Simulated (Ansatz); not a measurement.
Total energies of CH6F2O2Si2, SMILES `O[SiH](O)C[SiH](F)F`.

Cartesian coordinates in Å:
```
O -2.500 -0.516 0.161
Si -1.014 -0.065 0.674
O -0.933 1.577 0.595
C 0.201 -0.876 -0.483
Si 1.708 0.131 -0.785
F 2.933 -0.789 -1.214
F 2.148 0.839 0.579
H -3.258 -0.101 0.576
H -0.754 -0.489 2.076
H -0.280 2.011 1.148
H 0.488 -1.853 -0.079
H -0.298 -1.053 -1.442
H 1.559 1.184 -1.806
```

Charge 0, multiplicity 1. Geometry: relaxed with PBE0-D4/def2-TZVP. It is one conformer, not always the lowest. Basis def2-TZVPP, Ansatz 0.2.0.

RPA on PBE orbitals: Hartree–Fock energy of these orbitals -968.22023 Eh, correlation -2.16931 Eh (frozen core).

```json
{"functional": "PBE", "energy without D4 (Eh)": "-970.58665", "D4 term (kJ/mol)": "-31.2"}
{"functional": "r2SCAN", "energy without D4 (Eh)": "-971.07430", "D4 term (kJ/mol)": "-7.8"}
{"functional": "B97M-V", "energy without D4 (Eh)": "-971.03781", "D4 term (kJ/mol)": "–"}
{"functional": "PBE0", "energy without D4 (Eh)": "-970.65430", "D4 term (kJ/mol)": "-26.6"}
{"functional": "B3LYP", "energy without D4 (Eh)": "-971.34368", "D4 term (kJ/mol)": "-50.3"}
{"functional": "r2SCANh", "energy without D4 (Eh)": "-971.05034", "D4 term (kJ/mol)": "-8.3"}
{"functional": "r2SCAN0", "energy without D4 (Eh)": "-971.01608", "D4 term (kJ/mol)": "-9.2"}
{"functional": "HSE06 (plane-wave form)", "energy without D4 (Eh)": "-970.62411", "D4 term (kJ/mol)": "-24.8"}
{"functional": "BHLYP", "energy without D4 (Eh)": "-971.13866", "D4 term (kJ/mol)": "-39.1"}
{"functional": "CAM-B3LYP", "energy without D4 (Eh)": "-971.20757", "D4 term (kJ/mol)": "-27.1"}
```

(1) Give the same for LDA (SPW92), revPBE, BLYP, LC-ωPBE, ωB97X-V, ωB97M-V, B2PLYP, PBE-QIDH. (Estimate.)

B3LYP takes the VWN-RPA correlation (the form of Gaussian; ORCA's B3LYP/G). HSE06 is the plane-wave form, built on full-range PBE exchange. The double hybrids freeze the cores in their second-order part.

Results:

(1) Computed: 
| functional | energy without D4 (Eh) | D4 term (kJ/mol) |
| --- | --- | --- |
| LDA (SPW92) | -966.25740 | – |
| revPBE | -971.02709 | -90.4 |
| BLYP | -971.22539 | -67.9 |
| LC-ωPBE | -970.90232 | – |
| ωB97X-V | -971.08129 | – |
| ωB97M-V | -971.15363 | – |
| B2PLYP | -970.82952 | – |
| PBE-QIDH | -970.44854 | – |

LC-ωPBE has ω = 0.4 bohr⁻¹.
